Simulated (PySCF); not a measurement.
C₆H₇NOS.
Atom-mapped SMILES: `[CH3:1][S@@:2](=[O:3])[c:4]1[cH:5][cH:6][cH:7][cH:8][n:9]1`

Structure used (GFN2-xTB), in Å, numbered top down from 1:
```xyz
16
C6H7NOS angstrom
C      2.5395    0.4078    0.8334
S      1.8628    0.4330   -0.8861
O      2.2146   -0.8529   -1.4943
C      0.1369    0.2189   -0.3078
C     -0.5586   -0.9254   -0.6567
C     -1.8671   -1.0429   -0.2162
C     -2.4110   -0.0118    0.5356
C     -1.6196    1.0929    0.8169
N     -0.3691    1.2093    0.4033
H      2.3196   -0.5506    1.2912
H      3.6131    0.5520    0.7700
H      2.0718    1.2209    1.3760
H     -0.0665   -1.6849   -1.2438
H     -2.4507   -1.9195   -0.4568
H     -3.4268   -0.0616    0.8954
H     -1.9967    1.9238    1.3984
```

NICS is the negative of the GIAO shielding at a point without a nucleus: at the ring centre (0) and 1 Å above and below it (1); zz is the component along the ring normal. Level: GIAO PBE0/pcSseg-1 (PySCF, non-relativistic, gas phase) on the GFN2-xTB geometry, one conformer.

Ring bond lengths (Å), with Mayer bond orders in brackets: C4–C5 1.384 (1.34), C5–C6 1.386 (1.42), C6–C7 1.387 (1.43), C7–C8 1.388 (1.40), C8–N9 1.322 (1.49), N9–C4 1.320 (1.41).

Q: Give the NICS values of each ring in ppm.

A: 
| ring | type | NICS(0) | NICS(1), two faces | NICS(1)zz, two faces | rms pucker (Å) | centre to ring atoms, mean (Å) |
| --- | --- | --- | --- | --- | --- | --- |
| C4–C5–C6–C7–C8–N9 | 6-membered ring with N; formal bonds all aromatic | -7.5 | -11.3 / -11.4 | -28.7 / -28.1 | 0.00 | 1.36 |

Q: What do they say, and how far can they be read as aromaticity?

A: 
- C4–C5–C6–C7–C8–N9: mean NICS(1)zz -28.4 ppm, shielded. For a flat ring without four-coordinate atoms the NICS criterion counts such a value as aromatic.

Q: How equal are the bonds by HOMA? HOMA takes Krygowski's 1993 parameters.

A: 
- C4–C5–C6–C7–C8–N9: HOMA 0.99; the largest term is that of N9–C4, α(R − Ropt)² = 0.02. The geometric and the magnetic index point the same way.

Hardware: one thread, x86-64 server, on a shared host. Cost: 49 s. This is the whole shielding run at PBE0/pcSseg-1, SCF included.
